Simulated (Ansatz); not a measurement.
Start from `[CH3][Ga]([F])[I]` and change one element to get `[CH3][In]([F])[I]`.

Ansatz, PBE0-D4/def2-TZVP geometries, multiplicity 1. 

Elements past krypton have def2 core potentials. Scalar relativity is left out up to krypton.

```
                                      property  `[CH3][Ga]([F])[I]`
         HOMO energy (ωB97M-V/def2-TZVPP) / eV                -9.94
       HOMO–LUMO gap (ωB97M-V/def2-TZVPP) / eV                10.46
         HOMO–LUMO gap (B3LYP/def2-TZVPP) / eV                 6.10
            HOMO energy (PBE0/def2-TZVPP) / eV                -7.81
           HOMO–LUMO gap (PBE/def2-TZVPP) / eV                 4.69
zero-point energy (PBE0-D4/def2-TZVP) / kJ/mol                101.4
```

Question: What does the change do to each property? (An estimate is asked.)

Answer: Ansatz gave: 
```
                                      property  `[CH3][In]([F])[I]`  shift
         HOMO energy (ωB97M-V/def2-TZVPP) / eV                -9.84   0.10
       HOMO–LUMO gap (ωB97M-V/def2-TZVPP) / eV                 9.86  -0.60
         HOMO–LUMO gap (B3LYP/def2-TZVPP) / eV                 5.37  -0.73
            HOMO energy (PBE0/def2-TZVPP) / eV                -7.71   0.10
           HOMO–LUMO gap (PBE/def2-TZVPP) / eV                 3.95  -0.74
zero-point energy (PBE0-D4/def2-TZVP) / kJ/mol                 99.5   -1.9
```

With PBE0 the HOMO rises by 0.10 eV and the LUMO falls by 0.59 eV, so the gap narrows by about 0.69 eV. PBE moves the HOMO by 0.09 eV and ωB97M-V by 0.10 eV.

B3LYP here is the variant with VWN-RPA as its local correlation; programs differ in this.

Spin–orbit coupling is left out; it splits and shifts lone-pair levels of the heavy atoms by tenths of an eV.
